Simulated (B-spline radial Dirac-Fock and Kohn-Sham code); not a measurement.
# Elastic scattering of 12.5 keV electrons by neutral germanium

Calculated with an atomic code on a B-spline grid, using relativistic (Dirac) partial waves in the static field of the Dirac-Fock atom with Furness-McCarthy exchange, without polarisation or absorption potentials.

| θ (°) | dσ/dΩ (a₀²/sr) | Sherman function |
| --- | --- | --- |
| 0 | 167 | 0.000 |
| 0.5 | 153 | 0.000 |
| 1 | 121 | 0.000 |
| 2 | 59.5 | 0.000 |
| 4 | 15.3 | 0.000 |
| 8 | 2.83 | 0.000 |
| 12 | 0.843 | 0.001 |
| 16 | 0.336 | 0.001 |
| 24 | 0.0908 | 0.003 |
| 32 | 0.0350 | 0.003 |
| 45 | 0.0115 | -0.002 |
| 60 | 0.00470 | -0.014 |
| 75 | 0.00241 | -0.032 |
| 90 | 0.00144 | -0.048 |
| 105 | 0.000970 | -0.059 |
| 120 | 0.000719 | -0.061 |
| 135 | 0.000579 | -0.055 |
| 150 | 0.000499 | -0.041 |
| 165 | 0.000458 | -0.022 |
| 180 | 0.000445 | 0.000 |

The total elastic cross section is 1.29 a₀², the first transport cross section 0.0309 a₀² and the second, weighted with (3/2) sin²θ, 0.0671 a₀². The mean deflection is ⟨1 − cos θ⟩ = 0.0240, and 0.39 % of the collisions scatter beyond 90°.

Phase shifts modulo π (rad) for κ = −1 to −5: -0.042, -0.954, -1.466, 1.346, 1.115.
